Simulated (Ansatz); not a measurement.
All values below come from frozen-core CCSD(T)/cc-pVTZ // PBE-D3(BJ)/def2-TZVP in Ansatz (a first-principles code).

Ansatz 0.2 input:
```yaml
crystal:
  periodic: [false, false, false]
  atoms:
    - { symbol: C, position_ang: [-0.95603, 0.035564, 0.021134] }
    - { symbol: C, position_ang: [0.310507, -0.040269, -0.134164] }
    - { symbol: O, position_ang: [1.503422, -0.143443, -0.419771] }
    - { symbol: H, position_ang: [-1.533004, -0.852908, 0.313591] }
    - { symbol: H, position_ang: [-1.47458, 0.996047, -0.106162] }
    - { symbol: H, position_ang: [2.149685, 0.005009, 0.325372] }
basis:
  gaussian: { orbitals: cc-pVTZ }
correlation:
  method: ccsd_t
total_charge: 1
```

Output:

```
Functional definition: HF
765 factors; integrals over basis functions are off by at most 1.1e-3 eV
mean field evaluation 1: about -4133.9911 eV, gradient 4.3e1 eV
mean field evaluation 2: about -4133.9943 eV, gradient 4.3e1 eV
mean field evaluation 4: about -4137.3700 eV, gradient 4.3e0 eV
mean field evaluation 8: about -4137.4576 eV, gradient 6.2e-1 eV
mean field evaluation 16: about -4137.3667 eV, gradient 4.3e0 eV
mean field -4137.46094083 eV, -152.0488851037 hartree, gradient 3.4e-6 eV, S^2 0.000000; 0 other end points of the search recorded, 0 dependent functions left out
3 core orbitals not correlated
reference -4137.46094083 eV, -152.0488851037 hartree; 8, 8 occupied and 121, 121 virtual orbitals, 765 factors
second order -14.28826323 eV of doubles, -0.00000000 eV of singles
cycle   1  -14.30294309 eV  change   -1.5e-2 eV  update   9.7e-2
cycle   2  -14.69793070 eV  change   -3.9e-1 eV  update   3.1e-2
cycle   3  -14.81242781 eV  change   -1.1e-1 eV  update   1.9e-2
cycle   4  -14.80055660 eV  change    1.2e-2 eV  update   4.9e-3
cycle   5  -14.79799614 eV  change    2.6e-3 eV  update   1.9e-3
cycle   6  -14.79857758 eV  change   -5.8e-4 eV  update   5.8e-4
cycle   7  -14.79816673 eV  change    4.1e-4 eV  update   1.8e-4
cycle   8  -14.79810486 eV  change    6.2e-5 eV  update   4.8e-5
cycle   9  -14.79812109 eV  change   -1.6e-5 eV  update   1.4e-5
perturbative correction -0.66149171 eV, -0.0243093718 hartree
Total energy: -4152.92055362 eV, -152.6170153950 hartree
```

Cost: around 12 core-seconds (rough).
